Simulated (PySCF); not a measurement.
A species of formula C3H3F3O has this rotational fingerprint, computed with PBE0-D3(BJ)/def2-SVP geometry optimisation, gas phase (PySCF):

* Rotational constants: A = 4643, B = 2188, C = 2077 MHz
* Dipole components: |μa| = 1.30 D, |μb| = 1.68 D, |μc| = 1.12 D
* Inertial defect: -96.53 u·Å²
* κ: -0.91

Question: Which structure is it? (One computed conformer of each.)
A. CF3C(O)CH3, `CC(=O)C(F)(F)F`
B. `[CH2:1]=[CH:2][O:3][C:4]([F:5])([F:6])[F:7]` with C1–C2–O3–C4 0°
C. `[CH2:1]=[C:2]([F:3])[O:4][CH:5]([F:6])[F:7]` with C1–C2–O4–C5 134°, C2–O4–C5–F6 170°
D. `[O:1]=[CH:2][CH2:3][C:4]([F:5])([F:6])[F:7]` with O1–C2–C3–C4 -137° (3,3,3-trifluoropropanal)
E. `FC(F)(F)[C@@H]1CO1` (1,1,1-trifluoro-2,3-epoxypropane)
F. `[F:1][CH:2]([F:3])[C@:4]1([F:5])[CH2:6][O:7]1` with F1–C2–C4–F5 179°

Answer: E. It is FC(F)(F)[C@@H]1CO1, a near-prolate asymmetric top, point group C1. The candidates at the same level (rigid rotor, commonest isotopes):

```tsv
SMILES	A (MHz)	B (MHz)	C (MHz)	μa (D)	μb (D)	μc (D)	Δ (u·Å²)	point group	rotor
C=C(F)OC(F)F	5242	1675	1616	0.96	0.38	0.45	-85.56	C1	near-prolate asymmetric top
CC(=O)C(F)(F)F	3679	2478	2025	1.04	2.26	0.00	-91.79	Cs	asymmetric top
C=COC(F)(F)F	4933	2158	2030	1.72	0.12	0.00	-87.66	Cs	near-prolate asymmetric top
O=CCC(F)(F)F	5198	1629	1614	0.54	0.29	1.51	-94.31	C1	near-prolate asymmetric top
FC(F)[C@]1(F)CO1	3972	2566	1866	0.24	0.28	0.71	-53.35	C1	asymmetric top
FC(F)(F)[C@@H]1CO1	4643	2188	2077	1.30	1.68	1.12	-96.53	C1	near-prolate asymmetric top
```

`CC(=O)C(F)(F)F` has A 21 % too low; `FC(F)[C@]1(F)CO1` has B 17 % too high; `C=COC(F)(F)F` has A 6 % too high; `O=CCC(F)(F)F` has B 26 % too low; `C=C(F)OC(F)F` has B 23 % too low. No structure here is proved a minimum.
